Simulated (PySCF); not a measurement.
Compound: C4H11NOSSi.
Cartesian coordinates in Å at the PBE0-D3(BJ)/def2-SVP level; atoms count from 1:
```
atom  x, y, z in Å
C1     3.7071    0.2548    0.4259
S2     2.0142    0.8919    0.6437
Si3    1.0289   -0.0719   -1.0004
C4    -0.8017    0.5419   -1.0505
O5    -1.1264    1.1609   -2.0514
N6    -1.6614    0.2770   -0.0257
C7    -1.3072   -0.4778    1.1455
C8    -3.0263    0.7346   -0.1175
H9     4.3188    0.7064    1.2187
H10    4.1224    0.5491   -0.5484
H11    3.7421   -0.8388    0.5312
H12    1.6386    0.3241   -2.2992
H13    1.1280   -1.5618   -0.8526
H14   -1.8477   -1.4402    1.1861
H15   -0.2274   -0.6789    1.1723
H16   -1.5513    0.0891    2.0599
H17   -3.7283   -0.1171   -0.1295
H18   -3.2796    1.3788    0.7412
H19   -3.1335    1.3044   -1.0484
```

The calculation used PBE0-D3(BJ)/def2-SVP geometry optimisation, gas phase in PySCF.

Take the most abundant isotopes and a rigid rotor. The values belong to one conformer with, in the numbering `[CH3:1][S:2][SiH2:3][C:4](=[O:5])[N:6]([CH3:7])[CH3:8]`, C1–S2–Si3–C4 -177°, S2–Si3–C4–O5 117°, Si3–C4–N6–C7 -1°.

Question: What are A, B and C (MHz)?

Answer: Ia = 185.55, Ib = 661.00, Ic = 760.07 u·Å²; 505379 MHz·u·Å²/I gives A = 2724, B = 764.6, C = 664.9 MHz.

Question: Classify the top.

Answer: A near-prolate asymmetric top; Ray's κ = -0.903.

Question: Is it planar, by Δ = Ic − Ia − Ib?

Answer: Not planar: Δ = Ic − Ia − Ib = -86.48 u·Å². For a rigid frame Δ = −2 Σ m c², so Σ m c² = 43.24 u·Å² lies off the ab plane: 11.34 from hydrogen and 31.90 from heavier atoms. The atom farthest from that plane is 2.07 Å away.

Question: Give the other two planar moments, Paa and Pbb, and the rms extents of the mass along the axes.

Answer: Paa = Σ m a² = (Ib + Ic − Ia)/2 = 617.76 and Pbb = Σ m b² = (Ia + Ic − Ib)/2 = 142.31 u·Å². With the mass M = 149.03 u, the rms extents √(P/M) along a, b and c are 2.04, 0.98, 0.54 Å.

Question: Where do the levels up to J = 5 lie, in K?

Answer: Above 0(0,0), as E/k:
J = 1: 1(0,1) 0.069, 1(1,1) 0.163, 1(1,0) 0.167
J = 2: 2(0,2) 0.206, 2(1,2) 0.295, 2(1,1) 0.309, 2(2,1) 0.591, 2(2,0) 0.592
J = 3: 3(0,3) 0.411, 3(1,3) 0.494, 3(1,2) 0.522, 3(2,2) 0.797, 3(2,1) 0.798, 3(3,1) 1.279, 3(3,0) 1.279
J = 4: 4(0,4) 0.683, 4(1,4) 0.758, 4(1,3) 0.806, 4(2,3) 1.072, 4(2,2) 1.074, 4(3,2) 1.554, 4(3,1) 1.554, 4(4,1) 2.229, 4(4,0) 2.229
J = 5: 5(0,5) 1.023, 5(1,5) 1.088, 5(1,4) 1.160, 5(2,4) 1.414, 5(2,3) 1.420, 5(3,3) 1.898, 5(3,2) 1.898, 5(4,2) 2.572, 5(4,1) 2.572, 5(5,1) 3.440, 5(5,0) 3.440
Those of J = 1 are B + C, A + C and A + B.

Question: Which lines would a microwave search look for?

Answer: The dipole components are |μa| = 0.93 D, |μb| = 2.79 D, |μc| = 1.66 D. Intensities carry the squares of the components, which stand as 0.11 : 1.00 : 0.35 (a : b : c). Some lines, for components of 0.1 D or more:

| type | branch | J(Ka,Kc) | MHz | lower level (cm⁻¹) |
| --- | --- | --- | --- | --- |
| b | R | 2(0,2) ← 1(1,1) | 896 | 0.113 |
| a | R | 1(0,1) ← 0(0,0) | 1429 | 0.000 |
| c | Q | 2(1,2) ← 2(0,2) | 1863 | 0.143 |
| c | Q | 1(1,1) ← 1(0,1) | 1959 | 0.048 |
| b | Q | 1(1,0) ← 1(0,1) | 2059 | 0.048 |
| b | Q | 2(1,1) ← 2(0,2) | 2162 | 0.143 |
| a | R | 2(0,2) ← 1(0,1) | 2855 | 0.048 |
| a | R | 2(1,1) ← 1(1,0) | 2959 | 0.116 |
| b | R | 1(1,1) ← 0(0,0) | 3389 | 0.000 |
| a | R | 3(0,3) ← 2(0,2) | 4274 | 0.143 |
| a | R | 3(2,2) ← 2(2,1) | 4288 | 0.411 |
| b | R | 2(1,2) ← 1(0,1) | 4718 | 0.048 |
| c | Q | 3(2,2) ← 3(1,2) | 5730 | 0.363 |
| b | Q | 2(2,0) ← 2(1,1) | 5881 | 0.215 |
| b | R | 3(1,3) ← 2(0,2) | 6000 | 0.143 |
| b | Q | 2(2,1) ← 2(1,2) | 6176 | 0.205 |
| b | R | 2(2,1) ← 1(1,0) | 8836 | 0.116 |
| c | R | 2(2,0) ← 1(1,0) | 8840 | 0.116 |
| c | R | 2(2,1) ← 1(1,1) | 8936 | 0.113 |
| b | R | 2(2,0) ← 1(1,1) | 8939 | 0.113 |
| b | Q | 3(3,0) ← 3(2,1) | 10029 | 0.555 |
| b | Q | 3(3,1) ← 3(2,2) | 10047 | 0.554 |
| b | R | 3(2,2) ← 2(1,1) | 10166 | 0.215 |
| c | R | 3(2,1) ← 2(1,1) | 10184 | 0.215 |
| b | R | 3(2,1) ← 2(1,2) | 10483 | 0.205 |
| b | R | 3(3,1) ← 2(2,0) | 14332 | 0.411 |
| c | R | 3(3,1) ← 2(2,1) | 14336 | 0.411 |
| b | R | 3(3,0) ← 2(2,1) | 14336 | 0.411 |

Question: Estimate the classical rotational partition function at 100 K, 200 K and 500 K.

Answer: Point group C1, symmetry number σ = 1; q = (√π/σ)·√((kT/h)³/(ABC)), k/h = 20836.6 MHz/K: 143000 at 100 K, 405000 at 200 K, 1600000 at 500 K.

Whether it is a minimum is left open (no frequencies). These are rigid-rotor constants of the computed structure; measured ground-state constants (B0) also hold zero-point vibration. A rigid rotor knows nothing of internal rotation, which can split or shift real lines. Quadrupole hyperfine structure (14N) is left out.

The run took 1.8 min wall on one thread of an Intel Xeon 6975P-C, no GPU, shared host with 192 logical CPUs at a one-minute load of 142, and the process peaked at 0.74 GiB of memory. That covers the optimisation of the geometry.
